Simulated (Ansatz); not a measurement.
Geometry optimisation, RHF/def2-SVP (Ansatz 0.2.0).

The input (input.yaml):

```yaml
crystal:
  periodic: [false, false, false]
  atoms:
    - { symbol: Sn, position_ang: [0.466731, 0.256689, -0.245048] }
    - { symbol: H, position_ang: [-0.871488, 0.344397, 2.376766] }
    - { symbol: Cl, position_ang: [1.953467, 0.20476, -2.079531] }
    - { symbol: H, position_ang: [-0.88644, 1.159005, -0.716157] }
    - { symbol: H, position_ang: [0.213741, -1.343874, 0.238488] }
    - { symbol: O, position_ang: [1.459266, 1.224011, 1.141476] }
    - { symbol: H, position_ang: [2.286714, 1.611463, 0.896874] }
    - { symbol: H, position_ang: [-0.25289, 0.691348, 2.445232] }
basis:
  gaussian: { orbitals: def2-SVP }
hamiltonian:
  xc: hf
relax:
  f_tol: 0.03
  max_steps: 50
```

Launched with:

```bash
$ ansatz run input.yaml --threads 1 --pin off --max-ram 2048MiB --backend cpu --events-out ev --progress --plain --runs-dir out
```

Question: Where does it end, and by what steps?

Answer: The run converged. The force dipped under the threshold on the way, but the program's further checks kept it going. After 26 steps the energy has fallen by 0.126 eV; H2 moved furthest, 1.53 Å.

```csv
step,energy less start (eV),largest force component (eV/Å),accepted
0,0.0000,1.395,yes
1,-0.0769,0.071,yes
2,-0.1001,0.050,yes
3,-0.1055,0.018,yes
4,-0.1068,0.020,yes
5,-0.1078,0.043,yes
6,-0.1084,0.199,yes
7,-0.1092,0.195,yes
8,-0.1134,0.073,yes
9,-0.1125,0.315,no
10,-0.1139,0.045,yes
11,-0.1153,0.170,yes
12,-0.1162,0.113,yes
13,-0.1169,0.185,yes
14,-0.1178,0.216,yes
15,-0.1186,0.240,yes
16,-0.1191,0.229,yes
17,-0.1209,0.167,yes
18,-0.1219,0.066,yes
19,-0.1222,0.027,yes
20,-0.1233,0.044,yes
21,-0.1216,0.283,no
22,-0.1242,0.075,yes
23,-0.1244,0.112,yes
24,-0.1247,0.114,yes
25,-0.1253,0.063,yes
26,-0.1256,0.004,yes
```

```xyz
8
Properties=species:S:1:pos:R:3
Sn 0.607 0.102 -0.772
H -0.825 0.926 3.787
Cl 2.452 0.442 -2.198
H -0.670 1.025 -1.400
H 0.356 -1.560 -0.589
O 1.138 0.780 0.985
H 1.665 1.563 1.037
H -0.355 0.872 3.208
```

Whether the end is a true minimum wasn't checked by a vibrational analysis.

Run time: 46 s on 1 thread of Arm Neoverse V2, on a shared host, peak memory 0.16 GiB.
